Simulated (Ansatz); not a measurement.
Computed with Ansatz on PBE0-D4/def2-TZVP structures; ΔE is electronic, products minus reactants. CCSD(T)/CBS is the MP2 limit (def2-TZVPP, def2-QZVPP) plus CCSD(T) − MP2 in def2-TZVPP, frozen cores. This one scheme is used for every species. DFT in def2-TZVPP. HSE06 is defined as in plane-wave codes. For Br outer-core shells are correlated without core-valence functions, which leaves a few kJ/mol of doubt a bond. Scalar relativity is left out up to krypton. Each species was taken in one conformer, which may not be the lowest.

Consider the ligand exchange at the Al–F bond: `[NH2][Al]([F])[Br]` + HBr → `[NH2][Al]([Br])[Br]` + H–F.

Task: Is it downhill or uphill in electronic energy at CCSD(T)/CBS, and by how much? (An estimate is asked.)

Result: Computed: Uphill: ΔE = +16.6 kJ/mol.

Task: What do these levels give: LDA (SPW92), PBE0-D4, HSE06-D4, CAM-B3LYP-D4, PBE, PBE0, HSE06, MP2/def2-SVP, CCSD/def2-SVP, CCSD(T)/def2-SVP, HF/def2-QZVPP, MP2/CBS(def2)? (An estimate is asked.)

Result: Computed: LDA (SPW92) 19.9, PBE0-D4 12.6, HSE06-D4 11.9, CAM-B3LYP-D4 29.6, PBE 20.7, PBE0 16.0, HSE06 15.2, MP2/def2-SVP 26.7, CCSD/def2-SVP 31.6, CCSD(T)/def2-SVP 30.8, HF/def2-QZVPP 26.9, MP2/CBS(def2) 11.4 kJ/mol.

Largest T1 diagnostic among the species: 0.009.

The D4 term adds −6.1 kJ/mol with B3LYP and −3.4 kJ/mol with PBE0; it sums over pairs of atoms, weighted by their polarisabilities, and B3LYP, whose exchange is more repulsive, gets the larger term. At CCSD(T), def2-SVP lies +14.2 kJ/mol from the extrapolated value and def2-TZVPP +4.1 kJ/mol. From PBE to PBE0 (25 % exact exchange), in def2-TZVPP and without D4, ΔE moves by −4.7 kJ/mol.

B3LYP here is the variant with VWN-RPA as its local correlation; programs differ in this.
